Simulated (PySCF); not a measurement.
The dipole of `C#C[C@@H](C)[Si@@H](C#C)[SiH2]P` from its density and from atomic charges.

Coordinates (GFN2-xTB, Å) and charges (e) from the PBE0/pcSseg-1 density (PySCF):

```tsv
atom	x	y	z	Mulliken	IAO	Hirshfeld	ESP-fitted
C1	-2.620	-0.358	-2.444	-0.3954	-0.2655	-0.1264	-0.4645
C2	-2.184	-0.407	-1.330	+0.2936	-0.0316	-0.0421	-0.0347
C3	-1.628	-0.473	0.001	-0.5682	-0.3644	-0.0889	+0.0335
C4	-1.108	-1.881	0.292	-0.2185	-0.4034	-0.1124	-0.3563
Si5	-0.243	0.858	0.193	+0.5909	+0.6440	+0.2987	+0.2163
C6	0.200	0.832	1.997	-0.1580	-0.3209	-0.1540	-0.0972
C7	0.525	0.802	3.155	-0.2215	-0.1904	-0.0831	-0.3780
Si8	1.601	0.298	-1.116	+0.1321	+0.2661	+0.1909	+0.3181
P9	2.969	2.068	-1.236	-0.2069	-0.0877	-0.0221	-0.3823
H10	-3.026	-0.321	-3.410	+0.0385	+0.2002	+0.0890	+0.3132
H11	-2.433	-0.244	0.708	+0.1797	+0.1743	+0.0552	+0.1099
H12	-0.329	-2.155	-0.418	+0.1297	+0.1407	+0.0390	+0.1120
H13	-1.912	-2.612	0.213	+0.1318	+0.1517	+0.0456	+0.1268
H14	-0.695	-1.929	1.298	+0.1331	+0.1472	+0.0400	+0.1011
H15	-0.848	2.179	-0.056	-0.0150	-0.0861	-0.0640	-0.0308
H16	0.799	0.783	4.171	+0.0638	+0.2041	+0.0988	+0.3112
H17	2.334	-0.869	-0.593	-0.0272	-0.0938	-0.0746	-0.1133
H18	1.280	-0.024	-2.514	-0.0054	-0.0830	-0.0719	-0.0430
H19	3.198	2.134	0.126	+0.0609	-0.0029	-0.0107	+0.1245
H20	4.116	1.331	-1.450	+0.0622	+0.0015	-0.0066	+0.1336
```

Task: Form Σ q r in debye for every column and set it beside the full dipole.

Result: The full density gives (0.33, -1.18, 1.31) D, 1.79 D in size; dipole vectors point from the negative to the positive end.

```csv
scheme,μx,μy,μz,size (D),share of the full size (%),angle to the full dipole (°)
Mulliken,1.78,-0.83,0.36,2.00,111,55
IAO,0.43,0.15,-0.05,0.45,25,97
Hirshfeld,0.29,0.19,0.31,0.46,26,70
ESP-fitted,0.36,-1.13,1.29,1.75,98,1
```

Task: Which set comes closest?

Result: Length of the difference vector: ESP-fitted 0.06 D, Hirshfeld 1.69 D, Mulliken 1.76 D, IAO 1.90 D. Closest: ESP-fitted. ESP charges are fitted to the potential around the molecule, whose slowest-falling term is the dipole's. The schemes that divide the density aren't constrained to reproduce the dipole.

Task: What is left for the Hirshfeld atoms' own dipoles?

Result: The shares of the density sum to the whole, so what Σ q r misses lies in dipoles about the nuclei. The atomic dipoles sum to (0.33, -1.18, 1.31) − (0.29, 0.19, 0.31) = (0.04, -1.37, 1.00) D, 1.69 D in size.

Task: With the origin at the mean of the coordinates, (0.000, 0.001, -0.121) Å, which are the largest single terms, by size, of the Mulliken dipole along the direction of the full one?

Result: C1 +3.70, C7 -2.09, P9 +1.61, C2 -1.44, C4 -1.40 D; all 20 atoms together +1.14 D. The single terms depend on the origin, their sum doesn't.

Task: Give the size of the full dipole in other units.

Result: 1.79 D = 0.705 au = 0.373 e·Å = 5.98 × 10⁻³⁰ C·m.

One conformer (not necessarily the lowest) at the GFN2-xTB geometry, without solvent, vibrations or thermal averaging.

Shape of the structure used: `[CH:1]#[C:2][C@@H:3]([CH3:4])[Si@@H:5]([C:6]#[CH:7])[SiH2:8][PH2:9]`: C2–C3–Si5–C6 172°, C3–Si5–Si8–P9 167°, H–P9–Si8–Si5 61°, H–P9–Si8–Si5 154°.
